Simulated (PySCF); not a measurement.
Species: C4H10O2Si.
SMILES with atom numbers: `[CH3:1][Si:2]([CH3:3])([CH3:4])[O:5][CH:6]=[O:7]` (hydrogens: H8, H9, H10 on C1; H11, H12, H13 on C3; H14, H15, H16 on C4; H17 on C6)

Geometry (PBE0-D3(BJ)/def2-SVP, Å), atoms numbered from 1 in this order:
```
atom  x, y, z in Å
C1    -0.935    0.485    1.825
Si2   -0.182    0.063    0.171
C3    -0.771   -1.590   -0.465
C4    -0.400    1.438   -1.072
O5     1.510   -0.065    0.554
C6     2.417   -0.375   -0.355
O7     2.197   -0.595   -1.516
H8    -0.512    1.421    2.220
H9    -2.025    0.616    1.734
H10   -0.747   -0.312    2.560
H11   -1.861   -1.577   -0.627
H12   -0.547   -2.390    0.258
H13   -0.276   -1.833   -1.416
H14   -0.005    2.389   -0.685
H15    0.130    1.193   -2.004
H16   -1.467    1.582   -1.306
H17    3.435   -0.407    0.091
```

Computed, not measured: PySCF 2.14.0, density-fitted response routines, TDDFT PBE0/def2-SVPD, vertical, gas phase, core orbitals frozen in the response.

Kohn–Sham orbitals with the atoms that hold most of them (Löwdin shares over 4%, at most four atoms; ? is withheld):

| orbital | ε (eV) | atoms |
| --- | --- | --- |
| HOMO-3 | -9.61 | O7 33%, O5 27%, C6 10%, C4 7% |
| HOMO-2 | -8.81 | C1 28%, Si2 19%, C3 12%, C4 11% |
| HOMO-1 | -8.61 | ? |
| HOMO | ? | ? |
| LUMO | -0.03 | C6 41%, O7 30%, O5 16%, H17 8% |
| LUMO+1 | 0.43 | Si2 19%, C1 12%, C4 9%, C3 9% |
| LUMO+2 | 1.36 | C6 24%, H17 18%, O5 13%, O7 13% |

(1) Which atoms hold the HOMO-1, and with what shares?

(2) Give the leading atoms of the HOMO.

(3) What is the HOMO energy, and the HOMO–LUMO gap?

## Answers

(1) C4 (bonded to Si and 3 H) 21%; C3 (bonded to Si and 3 H) 20%; O5 (bonded to C and Si) 16%; Si2 (bonded to 3 C and O) 16%. By element: carbon 41% or more, oxygen 16% or more, silicon 16%.

(2) O7 (bonded to C) 65%; C6 (bonded to 2 O and H) 12%; O5 (bonded to C and Si) 10%; H17 (bonded to C) 6%. By element: oxygen 75%, carbon 12% or more, hydrogen 6% or more.

(3) ε(HOMO) = -8.18 eV; the gap is 8.15 eV (0.2994 hartree).

Q: The HOMO–LUMO gap is 8.15 eV. Where does the response calculation put the lowest singlet, and from which orbitals?

A: S1 is at 5.77 eV (f = 0.0010), 2.38 eV below the gap, made of HOMO→LUMO (97%). Without the coupling terms of the response equations the lowest excitation would equal the gap.

Q: Give energy, strength and leading configuration of S1, S2, S3, S4, S5 and S6, and follow the Löwdin shares of the leading atoms from the occupied to the empty orbital.

A: 
- S1 (5.77 eV, f 0.0010), HOMO→LUMO (97%): O7 65% → 30%, C6 12% → 41%; low, almost dark, from the terminal oxygen into the C=O bond, the pattern of n→π*
- S2 (7.50 eV, f 0.035), HOMO-1→LUMO (88%): C4 21% → at most 6%, C3 20% → at most 6%, C6 at most 16% → 41%, O7 at most 16% → 30%
- S3 (7.55 eV, f 0.0035), HOMO-2→LUMO (82%): C1 28% → at most 6%, Si2 19% → at most 6%, C6 at most 12% → 41%, O7 at most 12% → 30%
- S4 (7.73 eV, f 0.038), HOMO→LUMO+1 (84%): O7 65% → at most 9%, C6 12% → at most 9%, Si2 at most 7% → 19%, C1 at most 7% → 12%
- S5 (7.97 eV, f 0.053), HOMO-1→LUMO+1 (98%): C4 21% → 9%, C3 20% → 9%, Si2 16% → 19%, C1 at most 16% → 12%
- S6 (8.12 eV, f 0.048), HOMO-2→LUMO+1 (92%): C1 28% → 12%, Si2 19% → 19%

Löwdin shares depend on the basis, the more so with diffuse functions.

One conformer stands for the species.
